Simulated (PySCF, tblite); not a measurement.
Isomers of C4H9N3OSi2, one GFN2-xTB conformer each. Single-point energies are computed at PBE0/pcSseg-1 (PySCF, gas phase, no added dispersion term), electronic only.

Question: Rank them by PBE0/pcSseg-1 energy, lowest first (kcal/mol).
A. `[CH3:1][c:2]1[n:3][cH:4][n:5][n:6][c:7]1[SiH2:8][O:9][SiH3:10]` with N6–C7–Si8–O9 -1°, C7–Si8–O9–Si10 -1°
B. `[CH3:1][c:2]1[n:3][cH:4][n:5][n:6][c:7]1[O:8][SiH2:9][SiH3:10]` with N6–C7–O8–Si9 -1°, C7–O8–Si9–Si10 -49°
C. `[CH3:1][SiH2:2][c:3]1[n:4][cH:5][n:6][n:7][c:8]1[O:9][SiH3:10]` with C1–Si2–C3–N4 0°, N7–C8–O9–Si10 0°

Answer: A (0.0), B (21.5), C (21.7).

Neighbours under 2.5 kcal/mol apart (Cc1ncnnc1O[SiH2][SiH3] and C[SiH2]c1ncnnc1O[SiH3]) can change places with a better method, another conformer or zero-point energy. GFN2-xTB itself gives, in the same order: 0.0, 28.9, 30.6. Both levels put the same isomer lowest; measured from each level's own lowest isomer, the values differ by up to 8.9 kcal/mol (C[SiH2]c1ncnnc1O[SiH3]: 30.6 against 21.7).

Q: Which frontier levels, dipoles and rotational constants go with these structures?

A: 
| SMILES | HOMO (eV, PBE0/pcSseg-1) | LUMO (eV) | dipole (D) | A, B, C (MHz) |
| --- | --- | --- | --- | --- |
| Cc1ncnnc1[SiH2]O[SiH3] | -6.93 | -2.02 | 2.70 | 1750, 688.8, 501.8 |
| Cc1ncnnc1O[SiH2][SiH3] | -7.04 | -1.96 | 2.13 | 1702, 707.7, 548.1 |
| C[SiH2]c1ncnnc1O[SiH3] | -6.86 | -2.16 | 2.03 | 1385, 755.1, 495.8 |

Q: What happens when harmonic zero-point energies from GFN2-xTB frequencies are added?

A: 
```
                SMILES  ZPE (kcal/mol)  electronic (kcal/mol)  with ZPE (kcal/mol)
Cc1ncnnc1[SiH2]O[SiH3]            77.8                    0.0                  0.0
Cc1ncnnc1O[SiH2][SiH3]            77.8                   21.5                 21.5
C[SiH2]c1ncnnc1O[SiH3]            77.5                   21.7                 21.4
```

The zero-point energies span 0.3 kcal/mol. The lowest isomer stays, but the order above it changes.
